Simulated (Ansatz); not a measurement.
A nudged elastic band was laid between two geometries of CH$_{5}$BClN (9 atoms, charge 0, multiplicity 1).

Level of theory: Ansatz 0.2.0, RKS r2SCANh/STO-3G.

- movable images: 9
- climbing image: yes
- spring: 5.0 eV/Å²
- optimiser: quadratic models (default)
- start path: through a guess of the saddle point
- force threshold: 0.03 eV/Å
- iteration limit: 60
- end points: relaxed

Initial state:

```xyz
9
Properties=species:S:1:pos:R:3
N -1.076 0.844 0.075
C 0.122 0.045 0.539
B 0.586 -1.092 -0.435
Cl 0.072 -1.100 -2.133
H -0.799 1.206 -0.879
H -1.052 1.724 0.661
H 1.028 0.667 0.733
H -0.123 -0.405 1.519
H 1.330 -1.934 -0.096
```

Final state:

```xyz
9
Properties=species:S:1:pos:R:3
N -0.525 1.254 -0.188
C 0.246 0.137 0.481
B 0.613 -1.071 -0.447
Cl -0.239 -1.328 -1.981
H -0.953 1.799 0.610
H -1.369 0.777 -0.609
H 1.178 0.564 0.895
H -0.278 -0.305 1.361
H 1.413 -1.872 -0.139
```

**Question.** What changes between the two ends?

**Answer.** No bond is made or broken. The dihedral H6–N1–C2–H7 goes from -40 to 177°. The two ends are copies of one structure, up to a mirror image or an exchange of like atoms.

**Question.** What energy profile does the band end with?

**Answer.** It converged. The highest image is number 6 of 0 to 10, 0.194 eV above the ends, which have the same energy within 2 meV. A vibrational analysis at the climbing image gives one clearly imaginary mode, 340i cm⁻¹: a first-order saddle point. Limits of this set-up: minimal basis.

```csv
image,path coordinate (Å),energy (eV),dihedral H6–N1–C2–H7 (°)
0,0.00,0.000,-40
1,0.30,0.005,-44
2,0.61,0.022,-52
3,0.91,0.059,-64
4,1.22,0.116,-78
5,1.52,0.171,-94
6,1.83,0.194,-110
7,2.25,0.152,-132
8,2.67,0.068,-153
9,3.08,0.013,-171
10,3.50,0.000,177
```

**Question.** What is the geometry of the highest image?

**Answer.** 
```xyz
9
Properties=species:S:1:pos:R:3
N -0.845 1.017 -0.238
C 0.170 0.081 0.422
B 0.610 -1.143 -0.465
Cl -0.094 -1.455 -2.056
H -0.409 1.976 -0.149
H -1.630 1.090 0.467
H 1.087 0.624 0.720
H -0.226 -0.337 1.368
H 1.425 -1.900 -0.085
```

**Question.** What are the harmonic wavenumbers there?

**Answer.** 340i, 83, 180, 544, 603, 810, 960, 994, 1040, 1209, 1256, 1335, 1476, 1483, 1628, 1885, 3075, 3298, 3400, 3534, 3726 cm⁻¹.

The band took 24 iterations and about 7 core-minutes.

Time of the run: 7.5 min on 1 thread of Intel(R) Xeon(R) Platinum 8259CL CPU @ 2.50GHz (Skylake/Cascade Lake), on a shared host, peak memory 0.13 GiB.
